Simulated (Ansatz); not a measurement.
`C[BH][AlH][AlH2]` + H₂Se → `[AlH2][AlH][SeH]` + `BC` at 600 K and 1 bar (cleavage of the Al–B bond).

Calculated with Ansatz (gas phase, PBE0-D4/def2-TZVP geometries, no zero-point term in ΔE). CBS: MP2 limit from def2 TZ/QZ plus the TZ coupled-cluster correction, frozen cores. This one scheme is used for every species. For Se outer-core shells are correlated without core-valence functions, which leaves a few kJ/mol of doubt a bond. Scalar relativity is left out up to krypton. One conformer a species, not always the lowest.

| species | CCSD(T)/CBS energy (Eh) | H − E (kJ/mol) | S (J/(mol·K)) |
| --- | --- | --- | --- |
| `C[BH][AlH][AlH2]` | -551.02087 | 248.9 | 485.2 |
| H₂Se | -2401.89790 | 57.0 | 244.8 |
| `[AlH2][AlH][SeH]` | -2887.14851 | 129.3 | 432.5 |
| `BC` | -65.83255 | 180.5 | 296.9 |

H − E and S are ideal-gas, rigid-rotor, harmonic terms from PBE0-D4/def2-TZVP, for one conformer and one mirror image of each species. 1 Eh = 2625.50 kJ/mol, R = 8.31446 J/(mol·K).

Question: By hand: ΔE, ΔH, ΔS and ΔG.

Answer: ΔE = (-2887.14851) + (-65.83255) − (-551.02087) − (-2401.89790) = -0.06229 Eh = -163.5 kJ/mol. Δ(H − E) = 129.3 + 180.5 − 248.9 − 57.0 = 3.9, so ΔH = -159.6 kJ/mol. ΔS = 432.5 + 296.9 − 485.2 − 244.8 = -0.6 J/(mol·K). ΔG = -159.6 − 600 × (-0.6)/1000 = -159.2 kJ/mol.

Question: By hand: the equilibrium constant, and the temperature at which ΔG would vanish if ΔH and ΔS stayed fixed.

Answer: log₁₀ K = −ΔG/(RT ln 10) = 13.9. ΔG = 0 at ΔH/ΔS = 266000 K, far beyond where these terms or the molecules hold.

The number of gas molecules stays the same, so ΔS is small and ΔH decides. A doubt of 5 kJ/mol in ΔE shifts log₁₀ K by 0.4 here. Other conformers and mirror images would add mixing entropy, several J/(mol·K) or more a flexible species. Modes under 60 cm⁻¹, often nearly free rotors, make the harmonic entropy too high. These are equilibria of isolated gas molecules and say nothing of rates. Largest T1 diagnostic: 0.013 (customary marks: 0.02 for closed shells, 0.045 for open ones).
